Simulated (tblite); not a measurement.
C3H9B3O3, charge +1, doublet, at a GFN2-xTB geometry (a state made from the parent by changing its charge; the spin is typed, not shown lowest); GFN1-xTB (tblite).

tblite was given this input:
```
$ tblite run mol.xyz --method gfn1 --charge 1 --spin 1 --json tblite.json --no-restart

# file mol.xyz
18

C     -1.86921833    -2.30973507    -0.20001952
B     -0.89781226    -1.07389565    -0.09636603
O      0.46707948    -1.27383094     0.04116915
B      1.29249091    -0.22209950     0.13036239
C      2.88350992    -0.49012124     0.28816344
O      0.86577880     1.05123225     0.09371161
B     -0.48969592     1.30369220    -0.04280953
C     -0.99428482     2.80118990    -0.08592043
O     -1.27447429     0.21916510    -0.12860370
H     -1.35306759    -3.26268703    -0.15703666
H     -2.42127881    -2.25763040    -1.13753568
H     -2.59061526    -2.27087706     0.61520608
H      3.22032040    -1.01336254    -0.60324959
H      3.03259602    -1.12420064     1.15805345
H      3.40374293     0.45452431     0.40072714
H     -1.70188331     2.96037468     0.72651878
H     -0.18888059     3.52145244     0.00580456
H     -1.51295973     2.97338817    -1.02797967
```

The log (banner, timings and long lists left out):

```
xTB calculator
 | screened Coulomb repulsion
 | Coulomb electrostatics
 |  * isotropic Klopman-Ohno-Mataga-Nishimoto electrostatics
 |  * onsite third-order electrostatics
 | DFT-D3(BJ) dispersion correction

halogen bonding energy    0.0000000000000E+00 Eh
repulsion energy          3.1863421129096E-01 Eh
dispersion energy        -6.3169549455288E-03 Eh
number of electrons       4.7000000000000E+01 e
integral cutoff           2.1261634374110E+01 bohr

------------------------------------------------------------
  cycle        total energy    energy error   density error
------------------------------------------------------------
      1     -28.84769204234  -2.9160009E+01   6.9145008E-01
      2     -29.24445387491  -3.9676183E-01   3.6827088E-01
      3     -29.21613589026   2.8317985E-02   1.9059025E-01
      4     -29.30220507820  -8.6069188E-02   7.4117685E-02
      5     -29.25701511346   4.5189965E-02   7.7761827E-02
      6     -29.30723898482  -5.0223871E-02   1.4003046E-02
      7     -29.30847184430  -1.2328595E-03   6.1201465E-03
      8     -29.30826081964   2.1102466E-04   7.1811940E-03
      9     -29.30863303081  -3.7221117E-04   2.7562166E-03
     10     -29.30867524838  -4.2217574E-05   1.0084232E-03
     11     -29.30867847776  -3.2293744E-06   4.2353337E-04
     12     -29.30867942035  -9.4259493E-07   6.3512772E-05
     13     -29.30867943746  -1.7109116E-08   2.3332404E-05
     14     -29.30867944124  -3.7748897E-09   6.2291976E-06
------------------------------------------------------------

electronic energy        -2.9620996697584E+01 Eh
total energy             -2.9308679441238E+01 Eh

Post processing:
 | Mayer-Wiberg bond orders

[Info] JSON dump of results written to 'tblite.json'
```
